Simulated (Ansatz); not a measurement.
Ansatz (an electronic-structure program) input for CH6ClFSi2, SMILES F[Si@H](Cl)C[SiH3], PBE-D3(BJ)/def2-SVP. 

Ansatz 0.2 input:
```yaml
crystal:
  periodic: [false, false, false]
  atoms:
    - {symbol: F, position_ang: [1.76005518, -0.67438973, 0.75745366]}
    - {symbol: Si, position_ang: [0.92934778, -0.15496935, -0.53302206]}
    - {symbol: Cl, position_ang: [0.50656245, 1.83746723, -0.22873586]}
    - {symbol: C, position_ang: [-0.64077680, -1.12176227, -0.66181717]}
    - {symbol: Si, position_ang: [-1.93656821, -0.77278470, 0.67236841]}
    - {symbol: H, position_ang: [1.82411422, -0.26487109, -1.71022748]}
    - {symbol: H, position_ang: [-1.09462858, -0.93169356, -1.64984834]}
    - {symbol: H, position_ang: [-0.37279759, -2.19270283, -0.63080142]}
    - {symbol: H, position_ang: [-2.99260910, -1.82870845, 0.62288191]}
    - {symbol: H, position_ang: [-2.57029844, 0.55629643, 0.43720023]}
    - {symbol: H, position_ang: [-1.30009211, -0.78662532, 2.02227562]}
basis:
  gaussian:
    orbitals: def2-SVP
hamiltonian:
  xc: pbe
  dispersion: d3bj
relax: {f_tol: 0.002, max_steps: 200}
```

Log of the run:

```
WARN ansatz: RAYON_NUM_THREADS=2 ignored (pool sized by the plan → 2); use --threads N
Functional definition: PBE
integrals: 0.06 GiB planned
1241 factors; their error is unknown
mean field: 0.32 GiB planned
mean field evaluation 1: about -32095.5397 eV, gradient 5.9e1 eV
mean field evaluation 2: about -32082.4348 eV, gradient 9.1e1 eV
mean field evaluation 4: about -32103.2730 eV, gradient 6.5e0 eV
mean field evaluation 8: about -32103.2660 eV, gradient 1.8e-1 eV
mean field evaluation 16: about -32103.2661 eV, gradient 4.7e-5 eV
mean field -32103.26609434 eV, -1179.7732685916 hartree, gradient 4.7e-5 eV, S^2 0.000000; 0 other end points of the search recorded, 0 dependent functions left out
the calculation of the forces begins
reference -32103.26613105 eV, -1179.7732699406 hartree; 33, 33 occupied and 79, 79 virtual orbitals, 1241 factors
relax step   1: F+E_penalty+E_count = -32103.55533317 eV  Δ(F+E_penalty+E_count) = +0.000e0 eV  max|allowed force component| = 4.176e-1 eV/Å  Δτ_max = 0.0000 Å  (26 SCF iters, accepted)
these checks for a lower state are left out or cut short: starts, cluster_reference, orbital_swaps, neighbouring_geometries, increment
integrals: 0.06 GiB planned
1241 factors; their error is unknown
mean field: 0.32 GiB planned
mean field -32103.28075846 eV, -1179.7738074882 hartree, gradient 1.7e-5 eV, S^2 0.000000; 0 other end points of the search recorded, 0 dependent functions left out
the calculation of the forces begins
reference -32103.28079519 eV, -1179.7738088379 hartree; 33, 33 occupied and 79, 79 virtual orbitals, 1241 factors
relax step   2: F+E_penalty+E_count = -32103.56854438 eV  Δ(F+E_penalty+E_count) = -1.321e-2 eV  max|allowed force component| = 2.314e-1 eV/Å  Δτ_max = 0.0180 Å  (29 SCF iters, accepted)
these checks for a lower state are left out or cut short: starts, cluster_reference, orbital_swaps, neighbouring_geometries, increment
integrals: 0.06 GiB planned
1241 factors; their error is unknown
mean field: 0.32 GiB planned
mean field -32103.28344337 eV, -1179.7739061570 hartree, gradient 1.7e-5 eV, S^2 0.000000; 0 other end points of the search recorded, 0 dependent functions left out
the calculation of the forces begins
reference -32103.28348011 eV, -1179.7739075071 hartree; 33, 33 occupied and 79, 79 virtual orbitals, 1241 factors
relax step   3: F+E_penalty+E_count = -32103.57067276 eV  Δ(F+E_penalty+E_count) = -2.128e-3 eV  max|allowed force component| = 5.914e-2 eV/Å  Δτ_max = 0.0118 Å  (30 SCF iters, accepted)
these checks for a lower state are left out or cut short: starts, cluster_reference, orbital_swaps, neighbouring_geometries, increment
integrals: 0.06 GiB planned
1241 factors; their error is unknown
mean field: 0.32 GiB planned
mean field evaluation 32: about -32103.2834 eV, gradient 2.8e-1 eV
mean field -32103.28353039 eV, -1179.7739093546 hartree, gradient 2.2e-5 eV, S^2 0.000000; 0 other end points of the search recorded, 0 dependent functions left out
the calculation of the forces begins
reference -32103.28356711 eV, -1179.7739107041 hartree; 33, 33 occupied and 79, 79 virtual orbitals, 1241 factors
relax step   4: F+E_penalty+E_count = -32103.57082266 eV  Δ(F+E_penalty+E_count) = -1.499e-4 eV  max|allowed force component| = 8.522e-3 eV/Å  Δτ_max = 0.0035 Å  (22 SCF iters, accepted)
these checks for a lower state are left out or cut short: starts, cluster_reference, orbital_swaps, neighbouring_geometries, increment
integrals: 0.06 GiB planned
1241 factors; their error is unknown
mean field: 0.32 GiB planned
mean field -32103.28350493 eV, -1179.7739084192 hartree, gradient 4.4e-5 eV, S^2 0.000000; 0 other end points of the search recorded, 0 dependent functions left out
the calculation of the forces begins
reference -32103.28354166 eV, -1179.7739097688 hartree; 33, 33 occupied and 79, 79 virtual orbitals, 1241 factors
relax step   5: F+E_penalty+E_count = -32103.57084105 eV  Δ(F+E_penalty+E_count) = -1.839e-5 eV  max|allowed force component| = 2.547e-3 eV/Å  Δτ_max = 0.0013 Å  (19 SCF iters, accepted)
these checks for a lower state are left out or cut short: starts, cluster_reference, orbital_swaps, neighbouring_geometries, increment
integrals: 0.06 GiB planned
1241 factors; their error is unknown
mean field: 0.32 GiB planned
mean field -32103.28346720 eV, -1179.7739070324 hartree, gradient 4.9e-5 eV, S^2 0.000000; 0 other end points of the search recorded, 0 dependent functions left out
the calculation of the forces begins
reference -32103.28350392 eV, -1179.7739083820 hartree; 33, 33 occupied and 79, 79 virtual orbitals, 1241 factors
relax step   6: F+E_penalty+E_count = -32103.57084552 eV  Δ(F+E_penalty+E_count) = -4.470e-6 eV  max|allowed force component| = 1.588e-3 eV/Å  Δτ_max = 0.0012 Å  (18 SCF iters, accepted)
these checks for a lower state are left out or cut short: starts, cluster_reference, orbital_swaps, neighbouring_geometries, increment
integrals: 0.06 GiB planned
1241 factors; their error is unknown
mean field: 0.32 GiB planned
mean field -32103.28339197 eV, -1179.7739042680 hartree, gradient 2.3e-5 eV, S^2 0.000000; 0 other end points of the search recorded, 0 dependent functions left out
the calculation of the forces begins
reference -32103.28342870 eV, -1179.7739056177 hartree; 33, 33 occupied and 79, 79 virtual orbitals, 1241 factors
relax step   7: F+E_penalty+E_count = -32103.57085008 eV  Δ(F+E_penalty+E_count) = -4.557e-6 eV  max|allowed force component| = 1.345e-3 eV/Å  Δτ_max = 0.0026 Å  (21 SCF iters, accepted)
these checks for a lower state are left out or cut short: starts, cluster_reference, orbital_swaps, neighbouring_geometries, increment
integrals: 0.06 GiB planned
1241 factors; their error is unknown
mean field: 0.32 GiB planned
mean field -32103.28336461 eV, -1179.7739032625 hartree, gradient 2.0e-5 eV, S^2 0.000000; 0 other end points of the search recorded, 0 dependent functions left out
the calculation of the forces begins
reference -32103.28340134 eV, -1179.7739046123 hartree; 33, 33 occupied and 79, 79 virtual orbitals, 1241 factors
relax step   8: F+E_penalty+E_count = -32103.57085229 eV  Δ(F+E_penalty+E_count) = -2.214e-6 eV  max|allowed force component| = 8.966e-4 eV/Å  Δτ_max = 0.0018 Å  (21 SCF iters, accepted)
these checks for a lower state are left out or cut short: starts, cluster_reference, orbital_swaps, neighbouring_geometries, increment
integrals: 0.06 GiB planned
1241 factors; their error is unknown
mean field: 0.32 GiB planned
mean field -32103.28331282 eV, -1179.7739013591 hartree, gradient 1.8e-5 eV, S^2 0.000000; 0 other end points of the search recorded, 0 dependent functions left out
the calculation of the forces begins
reference -32103.28334955 eV, -1179.7739027089 hartree; 33, 33 occupied and 79, 79 virtual orbitals, 1241 factors
relax step   9: F+E_penalty+E_count = -32103.57085645 eV  Δ(F+E_penalty+E_count) = -4.157e-6 eV  max|allowed force component| = 1.322e-3 eV/Å  Δτ_max = 0.0052 Å  (21 SCF iters, accepted)
integrals: 0.06 GiB planned
1241 factors; their error is unknown
mean field: 0.32 GiB planned
mean field evaluation 64: about -32103.2833 eV, gradient 1.8e-5 eV
mean field -32103.28331282 eV, -1179.7739013591 hartree, gradient 1.8e-5 eV, S^2 0.000000; 1 other end points of the search recorded, 0 dependent functions left out
the calculation of the forces begins
reference -32103.28334955 eV, -1179.7739027089 hartree; 33, 33 occupied and 79, 79 virtual orbitals, 1241 factors
Total energy: -32103.57089318 eV, -1179.7844697425 hartree
Atom 0 at     1.780518    -0.684758     0.764327 Å, force     0.000509    -0.000276     0.000362 eV/Å
Atom 1 at     0.937358    -0.153470    -0.532520 Å, force    -0.000997     0.000249    -0.001069 eV/Å
Atom 2 at     0.501182     1.850450    -0.218725 Å, force     0.000856    -0.001029    -0.000124 eV/Å
Atom 3 at    -0.642069    -1.129296    -0.667658 Å, force     0.000233     0.001256     0.001322 eV/Å
Atom 4 at    -1.943762    -0.770561     0.674629 Å, force    -0.000196    -0.000869    -0.000578 eV/Å
Atom 5 at     1.837281    -0.255120    -1.722234 Å, force    -0.000310     0.000285     0.000081 eV/Å
Atom 6 at    -1.095986    -0.937424    -1.664026 Å, force     0.000191    -0.000176     0.000060 eV/Å
Atom 7 at    -0.373332    -2.208025    -0.635077 Å, force     0.000031     0.000516     0.000113 eV/Å
Atom 8 at    -3.007536    -1.833903     0.633986 Å, force     0.000246     0.000004     0.000092 eV/Å
Atom 9 at    -2.582513     0.566100     0.433272 Å, force    -0.000182    -0.000217     0.000008 eV/Å
Atom 10 at    -1.298833    -0.778735     2.031754 Å, force    -0.000381     0.000256    -0.000266 eV/Å
Dipole moment:    -0.165290    -0.259386    -0.324424 e Å
```

The run converged.
